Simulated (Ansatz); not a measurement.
Calculated with Ansatz (gas phase, PBE0-D4/def2-TZVP geometries, no zero-point term in ΔE). CCSD(T)/CBS is the MP2 limit (def2-TZVPP, def2-QZVPP) plus CCSD(T) − MP2 in def2-TZVPP, frozen cores. This one scheme is used for every species. Functionals use def2-TZVPP. B3LYP here is the variant with VWN-RPA as its local correlation; programs differ in this. For Ge outer-core shells are correlated without core-valence functions, which leaves a few kJ/mol of doubt a bond. Scalar relativity is left out up to krypton. One conformer a species, not always the lowest.

Reaction (formal exchange of groups at a Ge–F bond): `[OH][GeH]([F])[F]` + `BN` → `N[BH][GeH]([OH])[F]` + H–F

| level | ΔE (kJ/mol) | difference from CCSD(T)/CBS |
| --- | --- | --- |
| PBE-D4 | 58.4 | -6.2 |
| r2SCAN-D4 | 75.3 | 10.7 |
| PBE0-D4 | 62.8 | -1.8 |
| B3LYP-D4 | 72.4 | 7.8 |
| ωB97X-V | 77.6 | 13.0 |
| ωB97M-V | 74.8 | 10.2 |
| B2PLYP | 80.5 | 15.9 |
| PBE | 63.0 | -1.6 |
| r2SCAN | 76.6 | 12.0 |
| PBE0 | 67.0 | 2.4 |
| B3LYP | 79.8 | 15.2 |
| HF/def2-TZVPP | 108.0 | 43.4 |
| MP2/def2-TZVPP | 74.6 | 10.0 |
| SCS-MP2/def2-TZVPP | 81.6 | 17.0 |
| CCSD/def2-TZVPP | 76.3 | 11.7 |
| CCSD(T)/def2-TZVPP | 72.8 | 8.2 |
| HF/def2-QZVPP | 111.2 | 46.6 |
| MP2/def2-QZVPP | 71.0 | 6.4 |
| SCS-MP2/def2-QZVPP | 78.9 | 14.3 |
| HF/CBS(def2) | 111.6 | 47.0 |
| MP2/CBS(def2) | 66.4 | 1.8 |
| CCSD/CBS(def2) | 68.1 | 3.5 |
| CCSD(T)/CBS | 64.6 | 0 |

Largest T1 diagnostic among the species: 0.013.

From PBE to PBE0 (25 % exact exchange), in def2-TZVPP and without D4, ΔE moves by +4.0 kJ/mol. In def2-TZVPP, CCSD(T) changes the Hartree–Fock value by −35.1 kJ/mol (the triples alone add −3.5 kJ/mol) and MP2 by −33.4 kJ/mol.
